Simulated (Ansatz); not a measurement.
Stepwise reaction of `S[SiH](S)Cl` with hydrogen chloride, as a gas-phase model of exchange steps in deposition or etching. ΔE in kJ/mol; ΔG adds harmonic PBE0-D4 terms to CCSD(T)/CBS, at 1 bar.

Gas-phase electronic energies from Ansatz, PBE0-D4/def2-TZVP geometries. CCSD(T)/CBS adds triple-zeta CCSD(T) − MP2 to the extrapolated MP2 energy (def2 sets, frozen cores). This one scheme is used for every species. Functionals use def2-TZVPP. B3LYP here is the variant with VWN-RPA as its local correlation; programs differ in this. Each species was taken in one conformer, which may not be the lowest.

```tsv
step	reaction	PBE-D4	B3LYP-D4	ωB97M-V	CCSD(T)/CBS	ΔG(500 K)
2	`S[SiH](Cl)Cl` + HCl → `Cl[SiH](Cl)Cl` + H₂S	-31.9	-36.9	-38.5	-36.2	-33.8
```

Task: Give the row of step 1, `S[SiH](S)Cl` + HCl → `S[SiH](Cl)Cl` + H₂S. (An estimate is asked.)

Result: Ansatz gave: 
| step | reaction | PBE-D4 | B3LYP-D4 | ωB97M-V | CCSD(T)/CBS | ΔG(500 K) |
| --- | --- | --- | --- | --- | --- | --- |
| 1 | `S[SiH](S)Cl` + HCl → `S[SiH](Cl)Cl` + H₂S | -31.5 | -37.0 | -38.8 | -36.3 | -39.2 |

Task: By hand: ΔE of the 2 steps together at CCSD(T)/CBS.

Result: (-36.3) + (-36.2) = -72.5 kJ/mol, or -36.2 kJ/mol a step.

In ΔE the steps differ by no more than 0.1 kJ/mol. All are downhill at CCSD(T)/CBS. ΔG lies between -39.2 and -33.8 kJ/mol a step. PBE-D4 differs from CCSD(T)/CBS by 4.3 to 4.8 kJ/mol a step. Isolated molecules leave out the surface, adducts and barriers. Largest T1 diagnostic: 0.011.
